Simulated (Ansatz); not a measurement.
Program: Ansatz. Geometries: PBE0-D4/def2-TZVP. ΔE: electronic, gas phase. CCSD(T)/CBS is the MP2 limit (def2-TZVPP, def2-QZVPP) plus CCSD(T) − MP2 in def2-TZVPP, frozen cores. This one scheme is used for every species. DFT in def2-TZVPP. B3LYP here is the variant with VWN-RPA as its local correlation; programs differ in this. For Se outer-core shells are correlated without core-valence functions, which leaves a few kJ/mol of doubt a bond. Scalar relativity is left out up to krypton. One conformer a species, not always the lowest.

Consider the formal exchange of groups at the Se–Si bond: `N[SiH2][SeH]` + `CSC` → `CSC[SeH]` + `N[SiH3]`.

`N[SiH2][SeH]`:

```xyz
8

N     1.264    0.208   -0.449
Si   -0.024   -0.476    0.445
Se   -2.149   -0.240   -0.383
H     1.417   -0.066   -1.407
H     1.496    1.179   -0.313
H     0.043    0.132    1.795
H     0.121   -1.950    0.483
H    -2.168    1.213   -0.171
```

`CSC`:

Cartesian coordinates in Å:
```
C -0.408 -0.254 -1.282
S 0.996 0.468 -0.429
C 0.443 0.270 1.267
H -0.543 -1.302 -1.006
H -0.200 -0.198 -2.351
H -1.326 0.301 -1.075
H 0.299 -0.783 1.517
H 1.223 0.679 1.911
H -0.484 0.820 1.448
```

`CSC[SeH]`:

Z-matrix (Å, degrees):
```
C
S 1 1.793
H 1 1.091 2 111.3
H 1 1.090 2 106.9 3 119.0
H 1 1.091 2 110.2 3 -122.4
C 2 1.786 1 100.4 3 65.5
Se 6 1.964 2 117.0 1 64.6
H 6 1.089 2 106.7 1 -173.5
H 6 1.092 2 111.2 1 -55.5
H 7 1.468 6 94.3 2 58.5
```

`N[SiH3]`:

Z-matrix (Å, degrees):
```
Si
N 1 1.720
H 1 1.486 2 107.9
H 1 1.494 2 116.0 3 -120.3
H 1 1.486 2 107.9 3 119.4
H 2 1.007 1 119.6 3 -168.6
H 2 1.007 1 119.6 3 49.2
```

Is it downhill or uphill in electronic energy at CCSD(T)/CBS, and by how much? (Best estimate.)

The calculation gave: Uphill: ΔE = +115.4 kJ/mol.

What do these levels give: B2PLYP, B3LYP, HF/def2-TZVPP, CCSD/def2-TZVPP, HF/CBS(def2), MP2/CBS(def2)? (An estimate is asked.)

Ansatz gave: B2PLYP 114.9, B3LYP 116.7, HF/def2-TZVPP 123.1, CCSD/def2-TZVPP 113.1, HF/CBS(def2) 123.2, MP2/CBS(def2) 115.9 kJ/mol.

Largest T1 diagnostic among the species: 0.010.

The D4 term adds −3.8 kJ/mol with B3LYP and −1.9 kJ/mol with PBE0; it sums over pairs of atoms, weighted by their polarisabilities, and B3LYP, whose exchange is more repulsive, gets the larger term. In def2-TZVPP, CCSD(T) changes the Hartree–Fock value by −12.2 kJ/mol (the triples alone add −2.2 kJ/mol) and MP2 by −11.7 kJ/mol.
